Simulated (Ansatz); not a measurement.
Start from `Br[SiH](Br)Br` and change one element to get `[Br][GeH]([Br])[Br]`.

Ansatz, PBE0-D4/def2-TZVP geometries, multiplicity 1. 

Scalar relativity is left out up to krypton.

```csv
property,`Br[SiH](Br)Br`
LUMO energy (PBE0/def2-TZVPP) / eV,-1.06
LUMO energy (B3LYP/def2-TZVPP) / eV,-1.31
HOMO–LUMO gap (PBE/def2-TZVPP) / eV,5.36
HOMO energy (PBE0/def2-TZVPP) / eV,-8.59
zero-point energy (PBE0-D4/def2-TZVP) / kJ/mol,33.1
size of the dipole moment (PBE/def2-TZVPP) / D,0.56
```

Give the same properties after the change, and the shifts. (Best estimate.)

The calculation gave: 
| property | `[Br][GeH]([Br])[Br]` | shift |
| --- | --- | --- |
| LUMO energy (PBE0/def2-TZVPP) / eV | -2.06 | -1.00 |
| LUMO energy (B3LYP/def2-TZVPP) / eV | -2.36 | -1.05 |
| HOMO–LUMO gap (PBE/def2-TZVPP) / eV | 4.38 | -0.98 |
| HOMO energy (PBE0/def2-TZVPP) / eV | -8.61 | -0.02 |
| zero-point energy (PBE0-D4/def2-TZVP) / kJ/mol | 28.8 | -4.3 |
| size of the dipole moment (PBE/def2-TZVPP) / D | 1.05 | 0.49 |

Dipoles are sizes alone; their direction can turn.

B3LYP here is the variant with VWN-RPA as its local correlation; programs differ in this.

Spin–orbit coupling is left out; it splits and shifts lone-pair levels of the heavy atoms by tenths of an eV.
